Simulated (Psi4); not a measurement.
Psi4 input (wB97X-D/6-311+G**):

```
memory 1500 MB

molecule {
0 2
C    -0.01202500    0.01427600   -0.50049700
N     0.01768900   -0.02100000    0.73622100
H     0.86542600    0.31503100   -1.08858400
H    -0.91709600   -0.25369000   -1.06197800
symmetry c1
no_reorient
no_com
}

set {
  basis 6-311+G**
  reference uks
  scf_type pk
  dft_radial_points 99
  dft_spherical_points 590
  e_convergence 1e-8
  d_convergence 1e-7
  maxiter 150
}

e = energy('wb97x-d')
print_out(f'\nFINAL {e:.10f} DIPOLE {variable("CURRENT DIPOLE")[0]:.6f} {variable("CURRENT DIPOLE")[1]:.6f} {variable("CURRENT DIPOLE")[2]:.6f}\n')
```

Output:

```
   => Loading Basis Set <=

    Name: 6-311+G**
    Role: ORBITAL
    Keyword: BASIS
    atoms 1   entry C          line   129 file 6-311pgss.gbs
    atoms 2   entry N          line   150 file 6-311pgss.gbs
    atoms 3-4 entry H          line    42 file 6-311pgss.gbs

   => WB97X-D: Empirical Dispersion <=

    Chai and Head-Gordon Dispersion Correction
    Chai, J.-D.; Head-Gordon, M. (2010), J. Chem. Phys., 132: 6615-6620

        s6 =       1.000000

         ---------------------------------------------------------
                                   SCF
               by Justin Turney, Rob Parrish, Andy Simmonett
                          and Daniel G. A. Smith
                              UKS Reference
         ---------------------------------------------------------

  ==> Geometry <==

    Molecular point group: c1
    Full point group: C1

    Geometry (in Angstrom), charge = 0, multiplicity = 2:

       Center              X                  Y                   Z               Mass
    ------------   -----------------  -----------------  -----------------  -----------------
         C           -0.012025000000     0.014276000000    -0.500497000000    12.000000000000
         N            0.017689000000    -0.021000000000     0.736221000000    14.003074004430
         H            0.865426000000     0.315031000000    -1.088584000000     1.007825032230
         H           -0.917096000000    -0.253690000000    -1.061978000000     1.007825032230

  Running in c1 symmetry.

  Rotational constants: A =      9.55395  B =      1.30230  C =      1.14608 [cm^-1]
  Rotational constants: A = 286420.06654  B =  39042.09344  C =  34358.64557 [MHz]
  Nuclear repulsion =   27.655157758788455

  Charge       = 0
  Multiplicity = 2
  Electrons    = 15
  Nalpha       = 8
  Nbeta        = 7

  ==> Algorithm <==

  SCF Algorithm Type is PK.
  DIIS enabled.
  MOM disabled.
  Fractional occupation disabled.
  Guess Type is SAD.
  Energy threshold   = 1.00e-08
  Density threshold  = 1.00e-07
  Integral threshold = 1.00e-12

  ==> Primary Basis <==

  Basis Set: 6-311+G**
    Blend: 6-311+G**
    Number of shells: 28
    Number of basis functions: 56
    Number of Cartesian functions: 58
    Spherical Harmonics?: true
    Max angular momentum: 2

  ==> DFT Potential <==

   => LibXC <=

    Version 7.1.2
    S. Lehtola, C. Steigemann, M. J. T. Oliveira, and M. A. L. Marques,  SoftwareX 7, 1–5 (2018) (10.1016/j.softx.2017.11.002)

   => Composite Functional: WB97X-D <=

    wB97X-D Hyb-GGA Exchange-Correlation Functional

    J.-D. Chai and M. Head-Gordon,  Phys. Chem. Chem. Phys. 10, 6615–6620 (2008) (10.1039/B810189B)

    Deriv               =              1
    GGA                 =           TRUE
    Meta                =          FALSE

    Exchange Hybrid     =           TRUE
    MP2 Hybrid          =          FALSE

   => Exchange-Correlation Functionals <=

    1.0000   wB97X-D range-separated functional

   => Exact (HF) Exchange <=

    0.7780            HF,LR [omega = 0.2000]
    0.2220               HF

   => LibXC Density Thresholds  <==

    XC_HYB_GGA_XC_WB97X_D:  1.00E-14

   => Molecular Quadrature <=

    Radial Scheme          =       TREUTLER
    Pruning Scheme         =           NONE
    Nuclear Scheme         =       TREUTLER

    Blocking Scheme        =         OCTREE
    BS radius alpha        =              1
    Pruning alpha          =              1
    Radial Points          =             99
    Spherical Points       =            590
    Total Points           =         227427
    Total Blocks           =           1709
    Max Points             =            256
    Max Functions          =             56
    Weights Tolerance      =       1.00E-15

  ==> Integral Setup <==

  Using in-core PK algorithm.
   Calculation information:
      Number of atoms:                   4
      Number of AO shells:              28
      Number of primitives:             50
      Number of atomic orbitals:        58
      Number of basis functions:        56

      Integral cutoff                 1.00e-12
      Number of threads:                 1

  Performing in-core PK
  Using 3823218 doubles for integral storage.
  We computed 82611 shell quartets total.
  Whereas there are 82621 unique shell quartets.

  Computing range-separated integrals for PK
  We computed 82611 wK shell quartets total.
  Whereas there are 82621 wK unique shell quartets.

  ==> DiskJK: Disk-Based J/K Matrices <==

    J tasked:                  Yes
    K tasked:                  Yes
    wK tasked:                 Yes
    Omega:               2.000E-01
    Schwarz Cutoff:          1E-12


  Cached 100.0% of DFT collocation blocks in 0.341 [GiB].

  Minimum eigenvalue in the overlap matrix is 3.2041298350E-03.
  Reciprocal condition number of the overlap matrix is 5.0935270637E-04.
    Using symmetric orthogonalization.

  ==> Pre-Iterations <==

  SCF Guess: Superposition of Atomic Densities via on-the-fly atomic UHF (no occupation information).

   -------------------------
    Irrep   Nso     Nmo
   -------------------------
     A         56      56
   -------------------------
    Total      56      56
   -------------------------

  ==> Iterations <==

                        Total Energy        Delta E     RMS |[F,P]|

   @UKS iter SAD:   -93.22580212633548   -9.32258e+01   0.00000e+00
   @UKS iter   1:   -93.87310668709763   -6.47305e-01   7.65778e-03 ADIIS/DIIS
   @UKS iter   2:   -93.90131233952334   -2.82057e-02   6.93728e-03 ADIIS/DIIS
   @UKS iter   3:   -93.96737353480236   -6.60612e-02   1.60642e-03 ADIIS/DIIS
   @UKS iter   4:   -93.97115464451076   -3.78111e-03   4.29023e-04 ADIIS/DIIS
   @UKS iter   5:   -93.97182067915600   -6.66035e-04   1.15965e-04 ADIIS/DIIS
   @UKS iter   6:   -93.97193771506744   -1.17036e-04   5.38782e-05 DIIS
   @UKS iter   7:   -93.97197632804445   -3.86130e-05   2.80257e-05 DIIS
   @UKS iter   8:   -93.97199036989336   -1.40418e-05   1.00102e-05 DIIS
   @UKS iter   9:   -93.97199198058112   -1.61069e-06   2.19213e-06 DIIS
   @UKS iter  10:   -93.97199201202538   -3.14443e-08   4.43250e-07 DIIS
   @UKS iter  11:   -93.97199201297830   -9.52923e-10   8.21158e-08 DIIS
  Energy and wave function converged.

  ==> Post-Iterations <==

   Electrons on quadrature grid:
      Nalpha   =    7.9999999951 ; deviation = -4.851e-09
      Nbeta    =    6.9999999961 ; deviation = -3.933e-09
      Ntotal   =   14.9999999912 ; deviation = -8.784e-09

   @Spin Contamination Metric:   1.281088091E-02
   @S^2 Expected:                7.500000000E-01
   @S^2 Observed:                7.628108809E-01
   @S   Expected:                5.000000000E-01
   @S   Observed:                5.000000000E-01

    Orbital Energies [Eh]
    ---------------------

    Alpha Occupied:

       1A    -14.473486     2A    -10.337912     3A     -1.031303
       4A     -0.706887     5A     -0.591693     6A     -0.481774
       7A     -0.445961     8A     -0.354830

    Alpha Virtual:

       9A      0.041668    10A      0.068225    11A      0.091939
      12A      0.093660    13A      0.123347    14A      0.199127
      15A      0.213191    16A      0.224833    17A      0.237697
      18A      0.271927    19A      0.302253    20A      0.396316
      21A      0.538086    22A      0.542016    23A      0.602822
      24A      0.687588    25A      0.708420    26A      0.814606
      27A      0.895845    28A      0.905756    29A      0.950432
      30A      1.081858    31A      1.222977    32A      1.311080
      33A      1.477830    34A      1.482927    35A      1.645132
      36A      1.779843    37A      1.805116    38A      1.809717
      39A      2.060329    40A      2.220910    41A      2.222046
      42A      2.284823    43A      2.521285    44A      2.555354
      45A      2.606298    46A      2.698199    47A      2.913798
      48A      2.922247    49A      3.032034    50A      3.652881
      51A      3.765483    52A      3.947299    53A      3.988305
      54A      4.605480    55A     24.092152    56A     35.693856

    Beta Occupied:

       1A    -14.456178     2A    -10.340328     3A     -0.992970
       4A     -0.685577     5A     -0.559420     6A     -0.451997
       7A     -0.430846

    Beta Virtual:

       8A     -0.024146     9A      0.052578    10A      0.071015
      11A      0.096582    12A      0.097228    13A      0.121453
      14A      0.201738    15A      0.214476    16A      0.242435
      17A      0.242614    18A      0.280645    19A      0.305897
      20A      0.400866    21A      0.545120    22A      0.559788
      23A      0.597352    24A      0.694533    25A      0.709776
      26A      0.817302    27A      0.921261    28A      0.944347
      29A      0.960139    30A      1.084846    31A      1.245214
      32A      1.315115    33A      1.488435    34A      1.489421
      35A      1.671493    36A      1.786629    37A      1.812997
      38A      1.842086    39A      2.127715    40A      2.236491
      41A      2.268029    42A      2.316759    43A      2.527148
      44A      2.563618    45A      2.615185    46A      2.709852
      47A      2.910304    48A      2.946065    49A      3.064526
      50A      3.658996    51A      3.768308    52A      3.977401
      53A      4.080563    54A      4.627758    55A     24.088702
      56A     35.719325

    Final Occupation by Irrep:
              A
    DOCC [     7 ]
    SOCC [     1 ]
    NA   [     8 ]
    NB   [     7 ]

  @UKS Final Energy:   -93.97199201297830

   => Energetics <=

    Nuclear Repulsion Energy =             27.6551577587884552
    One-Electron Energy =                -180.8443949130829083
    Two-Electron Energy =                  68.1489221179764399
    DFT Exchange-Correlation Energy =      -8.9314852371992295
    Empirical Dispersion Energy =          -0.0001917394610592
    VV10 Nonlocal Energy =                  0.0000000000000000
    Total Energy =                        -93.9719920129783048

  UHF NO Occupations:
  HONO-2 :    6  A 1.9991067
  HONO-1 :    7  A 1.9956005
  HONO-0 :    8  A 1.0000000
  LUNO+0 :    9  A 0.0043995
  LUNO+1 :   10  A 0.0008933
  LUNO+2 :   11  A 0.0007481
  LUNO+3 :   12  A 0.0002076

Computation Completed

Properties will be evaluated at   0.000000,   0.000000,   0.000000 [a0]

Properties computed using the SCF density matrix

 Multipole Moments:

 ------------------------------------------------------------------------------------
     Multipole            Electronic (a.u.)      Nuclear  (a.u.)        Total (a.u.)
 ------------------------------------------------------------------------------------

 L = 1.  Multiply by 2.5417464519 to convert [e a0] to [Debye]
 Dipole X            :         -0.0245517            0.0000057           -0.0245461
 Dipole Y            :          0.0291461           -0.0000057            0.0291405
 Dipole Z            :         -1.0216348            0.0000057           -1.0216291
 Magnitude           :                                                    1.0223394

 ------------------------------------------------------------------------------------

FINAL -93.9719920130 DIPOLE -0.024546 0.029140 -1.021629

*** Psi4 exiting successfully. Buy a developer a beer!
```

The geometry given is a B3LYP-D3(BJ)/def2-TZVP minimum.
